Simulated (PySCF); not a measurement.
N⁺ (nitrogen, charge +1): LDA calculation

Configuration: [He] 2s2 2p2, high-spin 3P determinant. Computed with PySCF 2.14 in cc-pVDZ, with the non-relativistic Hamiltonian (point nucleus).

| Item | Value |
| --- | --- |
| Total energy | -53.5683 hartree |
| One-electron energy | -69.9535 hartree |
| Hartree (Coulomb) energy | 22.2500 hartree |
| Exchange-correlation energy | -5.8649 hartree |
| Kinetic energy | 53.58463 hartree |
| ⟨S²⟩ | 2.0014 |
| ⟨L²⟩ | 2.003 |
| Sum of ⟨r⟩ | 5.507 bohr |
| Sum of ⟨r²⟩ | 7.996 bohr² |
| Traceless quadrupole moment −½Σ⟨3z² − r²⟩ along its main axis | 0.758 e·bohr² |
| Density at the nucleus (Gaussians lack the cusp) | 198 bohr⁻³ |
| Spin density at the nucleus | 0.151 bohr⁻³ |
| Langevin diamagnetic susceptibility | -6.33 ×10⁻⁶ cm³/mol |
| Time after the integrals | 0.05 s of wall time on 1 thread of Neoverse-V1 (shared host) |

```csv
shell,electrons,mean orbital energy (hartree),"rms radius, mean of both spins (bohr)"
1s α,1,-14.64156,0.268
1s β,1,-14.59047,0.268
2s α,1,-1.23061,1.39
2s β,1,-1.10555,1.39
2p α,2,-0.81034,1.41
```
